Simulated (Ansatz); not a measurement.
H$_{3}$InS$_{3}$ (`[SH][In]([SH])[SH]`). The species carries charge 0 and has multiplicity 1. In: def2 effective core potential. The structure was optimised at the PBE0-D4/def2-TZVP level. It is one conformer, not always the lowest.

```xyz
7

S    -1.444    0.705   -1.749
In    0.004    0.001   -0.003
S     0.697    1.548    1.661
S     0.758   -2.250    0.079
H    -1.521    1.964   -1.283
H     1.430    0.633    2.318
H     0.076   -2.601   -1.024
```

Q: What is the dipole moment at r2SCAN/def2-TZVPP? (Estimate.)

A: The calculation gave: 0.02 D, zero by symmetry or nearly so.

Q: Give the Mulliken charges with r2SCAN, B3LYP, ωB97M-V in def2-TZVPP. (Best estimate.)

A: Ansatz gave: 
```
atom  r2SCAN  B3LYP  ωB97M-V
  S1   -0.36  -0.35    -0.33
 In2    0.71   0.70     0.60
  S3   -0.36  -0.35    -0.33
  S4   -0.36  -0.35    -0.33
  H5    0.12   0.12     0.13
  H6    0.12   0.12     0.13
  H7    0.12   0.12     0.13
```

B3LYP here is the variant with VWN-RPA as its local correlation; programs differ in this.
